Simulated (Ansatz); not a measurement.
Species: CH$_{7}$FNSi$_{2}$, net charge 0, doublet state. It need not be the lowest isomer of its formula. 
Coordinates optimised at B3LYP-D3(BJ)/def2-TZVP (Ansatz, a quantum-chemistry and plane-wave program):
```xyz
12

Si     0.7471     0.6045    -0.3982
C      1.6394    -1.0178    -0.4606
F      1.3215     1.4379     0.8556
N     -0.9527     0.3709    -0.2418
Si    -1.8688    -0.9513     0.4187
H      0.9919     1.4620    -1.5757
H      1.3002    -1.6218    -1.3039
H      2.7122    -0.8477    -0.5697
H      1.4836    -1.5934     0.4536
H     -1.5056     1.2015    -0.4183
H     -1.1343    -2.2106     0.1237
H     -3.2048    -0.9649    -0.2422
```
Charge 0, spin multiplicity 2.

Computed values are from Ansatz. Valence correlation only, unless marked. Open shells are spin-unrestricted. Spin-orbit coupling is left out. No relativistic terms. CBS marks a two-point X^-3 extrapolation of the correlation energy; Hartree-Fock from the larger set. [CCSD(T)-MP2]/basis is that difference in the basis named.

| Item | Value |
|---|---|
| atomisation energy De | 4257.9 kJ/mol at RI-MP2/CBS(cc-pV(T+d)Z,cc-pV(Q+d)Z)+[CCSD(T)-MP2]/cc-pV(T+d)Z |
| total energy | -774.9937 Eh at RI-MP2/CBS(cc-pV(T+d)Z,cc-pV(Q+d)Z)+[CCSD(T)-MP2]/cc-pV(T+d)Z |
| dipole moment | 1.32 D at wB97M-V/def2-TZVPD |
| T1 diagnostic | 0.013 at CCSD/cc-pV(T+d)Z |
